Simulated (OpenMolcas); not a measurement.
Multiconfigurational calculation on La II

Input:

```
&GATEWAY
Coord
1

La 0.0 0.0 0.0
Basis=ANO-RCC-VDZ
Group=XYZ
NoMove
AngMom=0.0 0.0 0.0
AMFI
&SEWARD
* reference wave functions (RASSCF and RASSI steps not shown): 2 electrons in 6 orbitals (5d 6s)
>>> COPY JOB001 $Project.JobIph
&CASPT2
Multistate=15 1 2 3 4 5 6 7 8 9 10 11 12 13 14 15
Frozen=15 12
IPEA=0.6
Sig1=0.25
MaxIter=60
WThr=0.0 0.3 0.05
PrWF=0.5
NoMix
>>> COPY JOB002 $Project.JobIph
&CASPT2
Multistate=21 1 2 3 4 5 6 7 8 9 10 11 12 13 14 15 16 17 18 19 20 21
Frozen=15 12
IPEA=0.6
Sig1=0.25
MaxIter=60
WThr=0.0 0.3 0.05
PrWF=0.5
NoMix
```

Launched by
```bash
OMP_NUM_THREADS=1 MOLCAS_MEM=2252 MOLCAS_PROJECT=a pymolcas a.inp > a.log  # once for each step of the input, in one work folder
```

Output, cut to the results:

```
--- CASPT2 ---
Orbital specifications:
      -----------------------

      Symmetry species                           1   2
                                                ag  au
      Frozen orbitals                           15  12
      Inactive orbitals                          0   0
      Active orbitals                            6   0
      Secondary orbitals                         6  20
      Deleted orbitals                           0   0
      Number of basis functions                 27  32
Type of calculation                        MS-CASPT2
      Fock operator                              state-specific
      IPEA shift                                 0.60
      Real shift                                 0.00
      Imaginary shift                            0.00
      Sigma^1 regularizer                        0.25
      The input orbitals will be transformed to quasi-canonical
Reference energy:       -8486.3500584670
      E2 (Non-variational):      -0.0044709628
      Shift correction:          -0.0000902976
      E2 (Variational):          -0.0045612604
      Total energy:           -8486.3546197274
      Residual norm:              0.0000005423
      Reference weight:           0.99576
      Contributions to the CASPT2 correlation energy
      Active & Virtual Only:         -0.0044709628
      One Inactive Excited:           0.0000000000
      Two Inactive Excited:           0.0000000000
Reference energy:       -8486.3500584670
      E2 (Non-variational):      -0.0044115391
      Shift correction:          -0.0000836824
      E2 (Variational):          -0.0044952215
      Total energy:           -8486.3545536885
      Residual norm:              0.0000005749
      Reference weight:           0.99588
      Contributions to the CASPT2 correlation energy
      Active & Virtual Only:         -0.0044115391
      One Inactive Excited:           0.0000000000
      Two Inactive Excited:           0.0000000000
::    CASPT2 Root  1     Total energy:  -8486.35461973
::    CASPT2 Root  2     Total energy:  -8486.35455369
::    CASPT2 Root  3     Total energy:  -8486.35468600
::    CASPT2 Root  4     Total energy:  -8486.35433050
::    CASPT2 Root  5     Total energy:  -8486.35435147
::    CASPT2 Root  6     Total energy:  -8486.35441578
::    CASPT2 Root  7     Total energy:  -8486.35458180
::    CASPT2 Root  8     Total energy:  -8486.34883655
::    CASPT2 Root  9     Total energy:  -8486.34883618
::    CASPT2 Root 10     Total energy:  -8486.34883649
::    CASPT2 Root 11     Total energy:  -8486.34883725
::    CASPT2 Root 12     Total energy:  -8486.34883642
::    CASPT2 Root 13     Total energy:  -8486.32828271
::    CASPT2 Root 14     Total energy:  -8486.32828273
::    CASPT2 Root 15     Total energy:  -8486.32828274
::    MS-CASPT2 Root  1     Total energy:  -8486.35468652
::    MS-CASPT2 Root  2     Total energy:  -8486.35461971
::    MS-CASPT2 Root  3     Total energy:  -8486.35458212
::    MS-CASPT2 Root  4     Total energy:  -8486.35455353
::    MS-CASPT2 Root  5     Total energy:  -8486.35441557
::    MS-CASPT2 Root  6     Total energy:  -8486.35435143
::    MS-CASPT2 Root  7     Total energy:  -8486.35433022
::    MS-CASPT2 Root  8     Total energy:  -8486.34883736
::    MS-CASPT2 Root  9     Total energy:  -8486.34883668
::    MS-CASPT2 Root 10     Total energy:  -8486.34883639
::    MS-CASPT2 Root 11     Total energy:  -8486.34883633
::    MS-CASPT2 Root 12     Total energy:  -8486.34883603
::    MS-CASPT2 Root 13     Total energy:  -8486.32828273
::    MS-CASPT2 Root 14     Total energy:  -8486.32828272
::    MS-CASPT2 Root 15     Total energy:  -8486.32828270
--- CASPT2 ---
Orbital specifications:
      -----------------------

      Symmetry species                           1   2
                                                ag  au
      Frozen orbitals                           15  12
      Inactive orbitals                          0   0
      Active orbitals                            6   0
      Secondary orbitals                         6  20
      Deleted orbitals                           0   0
      Number of basis functions                 27  32
Type of calculation                        MS-CASPT2
      Fock operator                              state-specific
      IPEA shift                                 0.60
      Real shift                                 0.00
      Imaginary shift                            0.00
      Sigma^1 regularizer                        0.25
      The input orbitals will be transformed to quasi-canonical
Reference energy:       -8486.3486913442
      E2 (Non-variational):      -0.0060486351
      Shift correction:          -0.0002893953
      E2 (Variational):          -0.0063380303
      Total energy:           -8486.3550293745
      Residual norm:              0.0000003843
      Reference weight:           0.99334
      Contributions to the CASPT2 correlation energy
      Active & Virtual Only:         -0.0060486351
      One Inactive Excited:           0.0000000000
      Two Inactive Excited:           0.0000000000
Reference energy:       -8486.3486913442
      E2 (Non-variational):      -0.0060312157
      Shift correction:          -0.0002864076
      E2 (Variational):          -0.0063176234
      Total energy:           -8486.3550089675
      Residual norm:              0.0000001332
      Reference weight:           0.99338
      Contributions to the CASPT2 correlation energy
      Active & Virtual Only:         -0.0060312157
      One Inactive Excited:           0.0000000000
      Two Inactive Excited:           0.0000000000
::    CASPT2 Root  1     Total energy:  -8486.35502937
::    CASPT2 Root  2     Total energy:  -8486.35500897
::    CASPT2 Root  3     Total energy:  -8486.35501018
::    CASPT2 Root  4     Total energy:  -8486.35500887
::    CASPT2 Root  5     Total energy:  -8486.35500993
::    CASPT2 Root  6     Total energy:  -8486.32765053
::    CASPT2 Root  7     Total energy:  -8486.32036518
...
```

Levels above the lowest, from the spin-orbit matrix with the single-state CASPT2 energies, averaged by term, on its diagonal:

| Configuration | Term | J | E (cm⁻¹) | Measured (cm⁻¹) | g | Term weight % | Second |
| --- | --- | --- | --- | --- | --- | --- | --- |
| 5d² | ³F | 2 | 0.0 | 0.0 | 0.743 | 78 | 22 ¹D |
| 5d² | ³F | 3 | 1161 | 1016 | 1.084 | 100 |  |
| 5d² | ¹D | 2 | 1426 |  | 0.956 | 65 | 21 ³F |
| 5d 6s | ³D | 1 | 1871 | 1895 | 0.499 | 100 |  |
| 5d² | ³F | 4 | 2190 | 1971 | 1.249 | 99 |  |
| 5d 6s | ³D | 2 | 2540 | 2592 | 1.139 | 85 | 13 5d² ¹D |
| 5d 6s | ³D | 3 | 3210 | 3250 | 1.334 | 100 |  |
| 5d² | ³P | 0 | 6220 | 5250 |  | 77 | 22 6s² ¹S |
| 5d² | ³P | 1 | 6920 | 5718 | 1.501 | 100 |  |
| 5d² | ³P | 2 | 7430 | 6227 | 1.485 | 97 | 2 5d 6s ¹D |
| 6s² | ¹S | 0 | 7640 | 7395 |  | 78 | 22 5d² ³P |
| 5d² | ¹G | 4 | 8910 | 7473 | 1.002 | 99 |  |
| 5d 6s | ¹D | 2 | 10820 |  | 1.011 | 97 | 2 5d² ³P |
| 5d² | ¹S | 0 | 18340 |  |  | 99 |  |

Against the 10 measured excited levels shown (NIST Handbook of Basic Atomic Spectroscopic Data) the mean absolute deviation is 550 cm-1; the largest miss in energy is 5d² ¹G₄: computed 8910, measured 7473 cm⁻¹ (+19.3 %).

CASPT2 breaks the degeneracy within a term, and the mean is taken; among the terms shown or strongly mixed into the levels shown the widest spread is 160 cm-1 (5d² ¹G). Some levels mix across a computed gap that differs much from the measured one, so their mixing is not that of the real levels. Terms from blocks run as CI alone lack orbitals of their own. Configurations are named by rounded mean occupations; where the s occupation lies near a half they are strongly mixed, a name can repeat and a true partner stay unpaired. A single d shell beside an s shell can misplace configurations of different d count against each other. Some terms miss by over 15 % even with CASPT2, which points to a basis or an active space too small for the shells correlated. Measured partners are found by configuration, term and J. A level has none where our copy of the source lacks it or the pairing is in doubt (some pairs that miss far off the trend of their configuration count as doubtful), and it then counts in no deviation. Levels of configurations outside the active space are missing.

The term weight is that of the spin-free term in the level, not the purity of its configuration.
